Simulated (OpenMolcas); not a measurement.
**What dynamic correlation does to the levels of V⁺**

```json
{
  "Program": "OpenMolcas",
  "Basis": "ANO-RCC-VTZP [6s5p3d2f1g]",
  "Scalar Hamiltonian": "DKH2, point nucleus",
  "Active space": "4 electrons in 6 orbitals (3d 4s)",
  "State averaging": "2S+1 = 5 even, 15 roots; 2S+1 = 3 even, 80 roots kept (CI in the orbitals of an earlier block); 2S+1 = 1 even, 63 roots kept (CI in the orbitals of an earlier block)",
  "Spin-orbit coupling": "RASSI with atomic mean-field integrals over the reference wave functions, term energies averaged over their components"
}
```

Methods on the same reference wave functions:
A. CASSCF
B. XMS-CASPT2, IPEA 0.25 Eh, imaginary shift 0.1 Eh (closed shells correlated: 3s 3p)

Energies in cm-1 above 3d4 5D0, the measured ground level; measured values from NIST Handbook of Basic Atomic Spectroscopic Data.

```
               Level      A      B  Measured
          3d3 4s 5F1  -5698    193      2605
          3d3 4s 5F2  -5616    274      2687
          3d3 4s 5F3  -5493    397      2809
          3d3 4s 5F4  -5331    560      2968
          3d3 4s 5F5  -5129    762      3163
             3d4 5D0    0.0    0.0       0.0
             3d4 5D1   42.2   42.8      36.0
             3d4 5D2    126    127       107
             3d4 5D3    248    250       209
             3d4 5D4    408    410       339
       3d3 4s 3F2(1)   3293   2950          
       3d3 4s 3F3(1)   3498   3160          
       3d3 4s 3F4(1)   3764   3420          
          3d3 4s 5P2   8144  12240          
          3d3 4s 5P3   8279  12380          
          3d3 4s 3G3  10234  13350          
          3d3 4s 3G4  10325  13440          
          3d3 4s 3G5  10445  13560          
   3d3 4s 3H4 [72 %]  14512  18880          
          3d3 4s 3H5  14714  18960          
          3d3 4s 3H6  14806  19050          
   3d3 4s 1G4 [72 %]  14938  16020          
3d3 4s 3P1(2) [65 %]  15986  16730          
3d3 4s 3P2(2) [64 %]  16001  16700
```

A puts 3d3 4s 5F1 lowest.

Deviations, from unrounded energies. A percentage is the sum of absolute deviations over the sum of measured energies, with the sign that they share, or ± where signs differ.

```json
{"Against measurement": "mean absolute deviation (cm-1)", "Levels": "9", "A": "4600", "B": "1400"}
{"Against measurement": "fine structure of the ground term (%)", "Levels": "4", "A": "+19.4", "B": "+20.2"}
{"Against measurement": "other configurations (%)", "Levels": "5", "A": "-291.6", "B": "-84.6"}
```

B lies closest to measurement on these levels. The largest miss of B in the table is 3d3 4s 5F2, by -2400 cm-1. The ranking rests on the paired levels alone, and a cruder setting can come out closer through cancelling errors.

The lowest spin-free term lies below A's lowest term by 0.387 hartree in B.

CASPT2 does not keep the components of a term degenerate, so their means are used; among the terms shown or strongly mixed into the levels shown the widest spread is 2900 cm-1 (3d3 4s 3G, B). Over all roots computed the reference weight is 0.84 to 0.91 in B; the roots of lowest weight are the least certain, and an intruder state may touch them. Terms from blocks run as CI alone lack orbitals of their own. Configurations are named by rounded mean occupations; where the s occupation lies near a half they are strongly mixed, a name can repeat and a true partner stay unpaired. A single d shell beside an s shell can misplace configurations of different d count against each other. Without dynamic correlation excited terms often stand tens of per cent too high (terms of higher spin than the ground term too low), and those without a measured partner can miss by more than the paired ones (holds for A). The lowest computed level is not the ground level that NIST lists (5D0) (holds for A). The CASPT2 spread within a term exceeds the gap to the next term for 3d4 5D and 3d3 4s 5F, 3d3 4s 5P and 3d3 4s 3P(1), 3d3 4s 3P(1) and 3d3 4s 3G and others, so the order of their levels is uncertain, and so are names and mixing where such terms share a J (holds for B). Computed and measured levels are paired by configuration, term and J; levels that our copy of the source lacks, or whose pairing is in doubt (as where it misses far off the trend of its configuration), stay unpaired and out of the deviations. Only configurations of the active space appear. Levels that lie high or do not pair safely by name in every column are left out.

A share in square brackets marks a mixed level and gives the weight of the term that names it, the lowest over the columns. A number in round brackets counts repeated terms of one configuration in the order of the reference energies.
